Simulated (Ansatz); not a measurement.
Computed with Ansatz on PBE0-D4/def2-TZVP structures; ΔE is electronic, products minus reactants. CCSD(T)/CBS adds triple-zeta CCSD(T) − MP2 to the extrapolated MP2 energy (def2 sets, frozen cores). This one scheme is used for every species. Functionals use def2-TZVPP. B3LYP here is the variant with VWN-RPA as its local correlation; programs differ in this. For Ge outer-core shells are correlated without core-valence functions, which leaves a few kJ/mol of doubt a bond. Scalar relativity is left out up to krypton. One conformer a species, not always the lowest.

Reaction (cleavage of the Ge–Ge bond): `[SiH3][GeH2][GeH2][GeH3]` + H–F → `[F][GeH2][GeH3]` + `[SiH3][GeH3]`

```
  level  ΔE (kJ/mol)
BLYP-D4        -14.0
 r2SCAN        -14.6
   PBE0         -6.7
  B3LYP        -26.6
```

(1) What does CCSD(T)/CBS give? (An estimate is asked.)

Largest T1 diagnostic among the species: 0.012.

Answers

(1) The calculation gave: +1.9 kJ/mol. The listed levels differ from it by -15.9, -16.5, -8.6, -28.5 kJ/mol.

In def2-TZVPP, CCSD(T) changes the Hartree–Fock value by +39.6 kJ/mol (the triples alone add +4.2 kJ/mol) and MP2 by +46.2 kJ/mol. From r2SCAN to r2SCAN0 (25 % exact exchange), in def2-TZVPP and without D4, ΔE moves by +5.5 kJ/mol. At CCSD(T), def2-SVP lies −21.1 kJ/mol from the extrapolated value and def2-TZVPP −4.3 kJ/mol.
